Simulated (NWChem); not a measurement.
System: AlH3; SMILES [AlH3]

```xyz
4

Al     0.0000     0.0000     0.0000
H      1.1214     1.1214     0.0000
H      0.4105    -1.5319     0.0000
H     -1.5319     0.4105     0.0000
```
Atoms are numbered in this order, from 1.

Program: NWChem. Pople sets run with spherical d functions. Geometry: optimised at PBE0-D3(BJ)/def2-TZVP. Isotropic indirect couplings, all four terms, static geometry, non-relativistic.

For level PBE/pcJ-1:

```yaml
J(27Al atom 1, 1H atom 2) (Hz): 267.5
J(1H atom 2, 1H atom 3) (Hz): 27.2
```

**Question.** Estimate the same quantities for level B3LYP/6-31G**.

**Answer.** 
| Quantity | Value |
|---|---|
| J(27Al atom 1, 1H atom 2) (Hz) | 235.4 |
| J(1H atom 2, 1H atom 3) (Hz) | 29.3 |
